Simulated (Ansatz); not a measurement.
Ansatz (a first-principles code) input (B2PLYP/def2-TZVPD):

Ansatz 0.2 input:
```yaml
crystal:
  periodic: [false, false, false]
  atoms:
    - {symbol: F, position_ang: [-0.36500306, 2.11422448, -0.00486541]}
    - {symbol: In, position_ang: [-0.03482947, 0.20174437, -0.00046427]}
    - {symbol: Cl, position_ang: [-1.86766504, -1.19812138, 0.02730979]}
    - {symbol: Cl, position_ang: [2.16129277, -0.50267242, -0.02339579]}
basis:
  gaussian:
    orbitals: def2-TZVPD
hamiltonian:
  xc: {name: B2PLYP}
total_charge: 1
magnetization: {spin_polarized: true, initial_magnetization: 1}
correlation: {electrons: outside_noble_gas}
```

Output:

```
Functional definition: B2PLYP
integrals: 0.23 GiB planned
1305 factors; integrals over basis functions are off by at most 7.0e-4 eV
0.27 GiB of the device are held for the grids
1.40 GiB of device memory are held for the factors and their scratch space
mean field: 1.87 GiB planned
mean field evaluation 1: about -32900.4366 eV, gradient 4.8e1 eV
mean field evaluation 2: about -32900.4859 eV, gradient 4.8e1 eV
mean field evaluation 4: about -32906.5899 eV, gradient 1.4e1 eV
mean field evaluation 8: about -32907.6683 eV, gradient 1.1e0 eV
mean field evaluation 16: about -32907.6845 eV, gradient 2.3e-2 eV
mean field evaluation 32: about -32907.6845 eV, gradient 3.7e-6 eV
mean field evaluation 64: about -32907.6523 eV, gradient 2.3e-1 eV
mean field evaluation 96: about -32906.7112 eV, gradient 1.0e1 eV
mean field evaluation 128: about -32907.7071 eV, gradient 2.4e-1 eV
mean field -32907.71254935 eV, -1209.3361305397 hartree, gradient 2.8e-6 eV, S^2 0.759321; 10 other end points of the search recorded, 0 dependent functions left out
20 core orbitals not correlated, not the lowest: weight in the atoms' cores, before any rotation towards them, 0.743 or more for the frozen orbitals, at most 0.269 for the correlated occupied ones
reference -32907.71272233 eV, -1209.3361368969 hartree; 12, 11 occupied and 156, 157 virtual orbitals, 1305 factors
second order -21.99078810 eV of doubles, -0.00000000 eV of singles
Total energy: -32913.65023512 eV, -1209.5543364672 hartree
```

This state (charge 1, doublet) is run at the relaxed geometry of the species with charge 0 and multiplicity 1.
